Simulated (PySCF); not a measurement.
## Zn (zinc, neutral) across methods

[Ar] 3d9 4s2 5s1, high-spin 3D determinant (an excited configuration). Computed with PySCF 2.14 in aug-cc-pVDZ-DK (7s6p4d2f, 59 functions), with scalar relativity by spin-free X2C-1e. The B2PLYP total includes its PT2 part (frozen core); its orbital energies are those of the SCF part.

```tsv
method	E (hartree)	mean ε 4s α (eV)	mean ε 4s β (eV)	mean ε 5s α (eV)	Σ⟨r²⟩ (bohr²)	⟨S²⟩
PBE	-1795.139	-11.948	-11.658	-1.835	84.54	2.000
TPSSh	-1795.373	-12.310	-12.026	-1.910	86.25	2.001
B2PLYP	-1795.091	-13.631	-13.325	-2.218	86.19	2.001
r2SCAN	-1795.358	-12.088	-11.962	-1.816	84.18	2.001
PBE0	-1795.147	-12.864	-12.554	-2.126	85.72	2.001
HSE06	-1795.157	-12.561	-12.254	-1.857	85.50	2.001
LDA	-1792.367	-12.203	-11.937	-1.808	82.28	2.000
UHF	-1793.82593	-14.801	-14.375	-2.678	89.88	2.001
BHandHLYP	-1795.362	-13.705	-13.428	-2.200	85.27	2.001
```

The outer electron is Rydberg-like, and this basis confines it to a smaller radius and binds it less than a complete one would.
